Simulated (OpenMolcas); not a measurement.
## What dynamic correlation does to the levels of Sc I

- Program: OpenMolcas
- Basis: ANO-RCC-VTZP [6s5p3d2f1g]
- Scalar Hamiltonian: DKH2, point nucleus
- Active space: 3 electrons in 11 orbitals (3d 4s 4d)
- State averaging: 2S+1 = 2 even, 29 roots; 2S+1 = 4 even, 10 roots kept (CI in the orbitals of an earlier block)
- Spin-orbit coupling: RASSI with atomic mean-field integrals over the reference wave functions, term energies averaged over their components

Methods on the same reference wave functions:
A. CASSCF
B. SS-CASPT2, IPEA 0.25 Eh, imaginary shift 0.1 Eh (closed shells correlated: 3s 3p)
C. MS-CASPT2, IPEA 0.25 Eh, imaginary shift 0.1 Eh (closed shells correlated: 3s 3p)

Energies in eV above 3d 4s² ²D_3/2, the measured ground level; measured values from NIST Handbook of Basic Atomic Spectroscopic Data.

| Level | A | B | C | Measured |
| --- | --- | --- | --- | --- |
| 3d 4s² ²D_3/2 | 0.0000 | 0.0000 | 0.0000 | 0.0000 |
| 3d 4s² ²D_5/2 | 0.0226 | 0.0226 | 0.0231 | 0.0209 |
| 3d² 4s ⁴F_3/2 | 1.0215 | 1.139 | 1.149 | 1.4283 |
| 3d² 4s ⁴F_5/2 | 1.0272 | 1.145 | 1.155 | 1.4330 |
| 3d² 4s ⁴F_7/2 | 1.0351 | 1.153 | 1.163 | 1.4395 |
| 3d² 4s ⁴F_9/2 | 1.0452 | 1.163 | 1.173 | 1.4478 |
| 3d² 4s ²F_5/2 | 1.8836 | 1.618 | 1.628 | 1.8506 |
| 3d² 4s ²F_7/2 | 1.8993 | 1.634 | 1.643 | 1.8650 |
| 3d² 4s ⁴P_1/2 | 1.9534 | 1.967 | 1.977 |  |
| 3d² 4s ⁴P_3/2 | 1.9565 | 1.971 | 1.981 |  |
| 3d² 4s ⁴P_5/2 | 1.9612 | 1.977 | 1.987 |  |
| 3d² 4s ²D_3/2 | 2.0753 | 1.882 | 1.902 |  |
| 3d² 4s ²D_5/2 | 2.0765 | 1.882 | 1.901 |  |
| 3d² 4s ²G_9/2 | 2.4518 | 2.355 | 2.364 |  |
| 3d² 4s ²G_7/2 | 2.4526 | 2.355 | 2.365 |  |
| 3d² 4s ²P_1/2 | 2.5919 | 2.381 | 2.391 |  |
| 3d² 4s ²P_3/2 | 2.5983 | 2.388 | 2.398 |  |

Deviations, from unrounded energies. A percentage is the sum of absolute deviations over the sum of measured energies, with the sign that they share, or ± where signs differ.

```json
{"Against measurement": "mean absolute deviation (cm-1)", "Levels": "7", "A": "1900", "B": "1900", "C": "1800"}
{"Against measurement": "fine structure of the ground term (%)", "Levels": "1", "A": "+8.4", "B": "+8.4", "C": "+10.5"}
{"Against measurement": "other configurations (%)", "Levels": "6", "A": "±17.8", "B": "-17.0", "C": "-16.4"}
```

B, C lie about equally close to measurement and A furthest from it. The largest miss of C in the table is 3d² 4s ⁴F_3/2, by -2300 cm-1. The ranking rests on the paired levels alone, and a cruder setting can come out closer through cancelling errors.

Between B and C the level of the table that moves most is 3d² 4s ²D_3/2, by 160 cm-1 (lowest in B, highest in C). Moves below CASPT2's spread within the term are not significant.

The mean deviations of B to C differ by less than CASPT2's widest spread within a term (1400 cm-1), so their order carries little weight.

The lowest spin-free term lies below A's lowest term by 0.314 hartree in B, 0.314 hartree in C.

Term energies are means over components that CASPT2 splits; among the terms shown or strongly mixed into the levels shown the widest spread is 1400 cm-1 (3d² 4s ²F, C). Terms from blocks run as CI alone lack orbitals of their own. Active for correlation alone: 4d; no level in the range computed is led by a configuration that fills it, so any true level of that kind is missing. Without dynamic correlation excited terms often stand tens of per cent too high (terms of higher spin than the ground term too low), and those without a measured partner can miss by more than the paired ones (holds for A). The CASPT2 spread within a term exceeds the gap to the next term for 3d² 4s ²G and 3d² 4s ²P, so the order of their levels is uncertain (holds for B; C). Measured partners are found by configuration, term and J. A level has none where our copy of the source lacks it or the pairing is in doubt (some pairs that miss far off the trend of their configuration count as doubtful), and it then counts in no deviation. Levels of configurations outside the active space are missing.
